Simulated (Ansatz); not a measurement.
ClFGeH4OSi can be A, `F[SiH](Cl)[O][GeH3]`, or B, `[F][GeH]([Cl])[O][SiH3]`.

Program: Ansatz. Geometries: PBE0-D4/def2-TZVP. ΔE: electronic, gas phase. CCSD(T)/CBS adds triple-zeta CCSD(T) − MP2 to the extrapolated MP2 energy (def2 sets, frozen cores). Functionals use def2-TZVPP. B3LYP here is the variant with VWN-RPA as its local correlation; programs differ in this. For Ge outer-core shells are correlated without core-valence functions, which leaves a few kJ/mol of doubt a bond. Scalar relativity is left out up to krypton. Each species was taken in one conformer, which may not be the lowest.

**Question.** Which isomer does CCSD(T)/CBS put lower? Give the gap. (An estimate is asked.)

**Answer.** Computed: A, by 121.1 kJ/mol.

**Question.** Give E(B) − E(A) in kJ/mol with PBE-D4, PBE0-D4, CCSD/def2-TZVPP, MP2/def2-TZVPP, B3LYP-D4, BLYP-D4, r2SCAN-D4. (Estimate.)

**Answer.** The calculation gave: PBE-D4 111.9, PBE0-D4 116.0, CCSD/def2-TZVPP 115.2, MP2/def2-TZVPP 116.0, B3LYP-D4 115.3, BLYP-D4 111.1, r2SCAN-D4 117.7. None reverses the order clearly.

**Question.** Does the order hold for the free energy at 298.15 K (harmonic terms from PBE0-D4)? (Estimate.)

**Answer.** The calculation gave: Yes: G(B) − G(A) = +118.4 kJ/mol, for one conformer each. Modes under 60 cm⁻¹, often nearly free rotors, make the harmonic entropy too high.

Largest T1 diagnostic: 0.012.

From PBE to PBE0 (25 % exact exchange), in def2-TZVPP and without D4, E(B) − E(A) moves by +4.2 kJ/mol. Leaving LDA and LC-ωPBE aside and taking each functional with its dispersion term where it has one, the values, not all of them listed here, spread over 12.3 kJ/mol, from revPBE-D4 to B97M-V. LDA lies +13.7 kJ/mol from PBE without D4.
